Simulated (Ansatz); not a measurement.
`F[SiH2]S[SiH3]` + `BO` → `BO[SiH2]F` + `[SiH3]S` at 700 K and 1 bar (ligand exchange at the Si–S bond).

Isolated molecules relaxed with PBE0-D4/def2-TZVP in Ansatz; ΔE leaves out vibrations. CBS: MP2 limit from def2 TZ/QZ plus the TZ coupled-cluster correction, frozen cores. This one scheme is used for every species. Each species was taken in one conformer, which may not be the lowest.

| species | CCSD(T)/CBS energy (Eh) | H − E (kJ/mol) | S (J/(mol·K)) |
| --- | --- | --- | --- |
| `F[SiH2]S[SiH3]` | -1078.84190 | 199.6 | 466.1 |
| `BO` | -101.80414 | 126.4 | 277.4 |
| `BO[SiH2]F` | -491.38453 | 183.1 | 405.6 |
| `[SiH3]S` | -689.27336 | 135.5 | 340.5 |

H − E and S are ideal-gas, rigid-rotor, harmonic terms from PBE0-D4/def2-TZVP, for one conformer and one mirror image of each species. 1 Eh = 2625.50 kJ/mol, R = 8.31446 J/(mol·K).

Task: By hand: ΔE, ΔH, ΔS and ΔG.

Result: ΔE = (-491.38453) + (-689.27336) − (-1078.84190) − (-101.80414) = -0.01185 Eh = -31.1 kJ/mol. Δ(H − E) = 183.1 + 135.5 − 199.6 − 126.4 = -7.4, so ΔH = -38.5 kJ/mol. ΔS = 405.6 + 340.5 − 466.1 − 277.4 = 2.6 J/(mol·K). ΔG = -38.5 − 700 × (2.6)/1000 = -40.3 kJ/mol.

Task: By hand: the equilibrium constant, and the temperature at which ΔG would vanish if ΔH and ΔS stayed fixed.

Result: log₁₀ K = −ΔG/(RT ln 10) = 3.0. ΔH and −TΔS have one sign here, so there is no such temperature.

The number of gas molecules stays the same, so ΔS is small and ΔH decides. A doubt of 5 kJ/mol in ΔE shifts log₁₀ K by 0.4 here. Other conformers and mirror images would add mixing entropy, several J/(mol·K) or more a flexible species. Modes under 60 cm⁻¹, often nearly free rotors, make the harmonic entropy too high. These are equilibria of isolated gas molecules and say nothing of rates. Largest T1 diagnostic: 0.014 (customary marks: 0.02 for closed shells, 0.045 for open ones).

ΔS is within the doubt of such terms, so its sign, and with it that verdict, could turn.
